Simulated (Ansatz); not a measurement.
Geometry optimisation, Ansatz 0.2.0, DFT PBE-D3(BJ), scalar-relativistic, plane waves, PAW.

Input file:

```yaml
accuracy: low
crystal:
  lattice:
    - [8.772053, 0.0, 0.0]
    - [0.0, 8.772053, 0.0]
    - [0.0, 0.0, 8.772053]
  atoms:
    - { symbol: Cl, position: [0.2462042, -0.0753136, 0.000384] }
    - { symbol: Cl, position: [0.2017951, 0.1168644, 0.1181334] }
    - { symbol: Cl, position: [0.7494451, 0.4310279, 0.0290127] }
    - { symbol: Cl, position: [0.8143505, 0.5743, 0.1964339] }
    - { symbol: Cl, position: [0.0137027, 0.1666864, 0.5013414] }
    - { symbol: Cl, position: [0.2350625, 0.207735, 0.455687] }
    - { symbol: Cl, position: [0.6177055, 1.0091002, 0.7612637] }
    - { symbol: Cl, position: [0.57885, 0.8336835, 0.9044025] }
    - { symbol: Cl, position: [0.4775975, 0.679372, 0.4602531] }
    - { symbol: Cl, position: [0.2618455, 0.7000557, 0.3841428] }
    - { symbol: Cl, position: [0.9860813, 0.8542736, 0.7511019] }
    - { symbol: Cl, position: [0.8955478, 0.7109836, 0.5960498] }
    - { symbol: Cl, position: [0.2641636, 0.4047307, 0.8435457] }
    - { symbol: Cl, position: [0.0960313, 0.4507099, 0.9931682] }
    - { symbol: Cl, position: [0.6415634, 0.0869995, 0.1782379] }
    - { symbol: Cl, position: [0.5962576, 0.0711561, 0.402884] }
    - { symbol: Cl, position: [0.7126594, 0.3814625, 0.6870638] }
    - { symbol: Cl, position: [0.843154, 0.4165975, 0.5013053] }
    - { symbol: Cl, position: [0.8612094, 0.9087359, 0.054392] }
    - { symbol: Cl, position: [1.0295653, 0.7780454, 0.1400997] }
basis:
  ecutwfc: 420.0
kpoints:
  mp_grid: { grid: [1, 1, 1] }
hamiltonian:
  xc: pbe
  dispersion: d3bj
scf:
  occupations: { method: fermi_dirac, width: 0.05 }
  lower_state_search: "off"
relax:
  f_tol: 0.3
  max_steps: 15
  adjacent_minimum: "off"
```

Command:

```bash
$ ansatz run input.yaml --threads 1 --pin off --max-ram 3072MiB --backend cpu --events-out ev --progress --plain --runs-dir out
```

Question: Where does it end, and by what steps?

Answer: The run converged. The threshold is loose, so the end isn't yet a minimum. The force dipped under the threshold on the way, but the program's further checks kept it going. Limits of this set-up: coarse k mesh, low accuracy level. After 13 steps the energy has fallen by 4.023 eV; Cl14 moved furthest, 1.78 Å.

```tsv
step	energy less start (eV)	largest force component (eV/Å)	accepted
0	0.0000	1.520	yes
1	-1.2690	0.902	yes
2	-2.0676	0.667	yes
3	-2.6052	0.724	yes
4	-2.9432	0.606	yes
5	-3.2245	0.571	yes
6	-3.4096	0.469	yes
7	-3.5254	0.451	yes
8	-3.6533	0.374	yes
9	-3.7604	0.310	yes
10	-3.8384	0.250	yes
11	-3.9120	0.335	yes
12	-3.9718	0.314	yes
13	-4.0225	0.184	yes
```

```xyz
20
Lattice="8.7721 0.0000 0.0000 0.0000 8.7721 0.0000 0.0000 0.0000 8.7721" Properties=species:S:1:pos:R:3
Cl 1.854 0.509 -0.988
Cl 1.392 1.706 0.557
Cl 7.094 4.003 0.129
Cl 7.542 4.179 2.095
Cl 0.160 1.267 4.111
Cl 2.182 0.986 4.145
Cl 5.258 8.892 6.691
Cl 4.715 6.931 6.884
Cl 4.043 5.007 3.758
Cl 2.524 6.339 3.793
Cl 8.821 7.361 6.470
Cl 7.972 5.874 5.377
Cl 2.949 4.348 7.387
Cl 1.922 5.366 8.806
Cl 4.911 0.540 1.662
Cl 5.093 0.352 3.700
Cl 5.792 3.116 6.407
Cl 6.347 3.392 4.418
Cl 7.608 7.855 1.265
Cl 9.393 7.129 1.920
```

The run took 53 s on 1 thread of Intel(R) Xeon(R) Platinum 8259CL CPU @ 2.50GHz (Skylake/Cascade Lake), with other jobs on the host, peak memory 0.58 GiB.
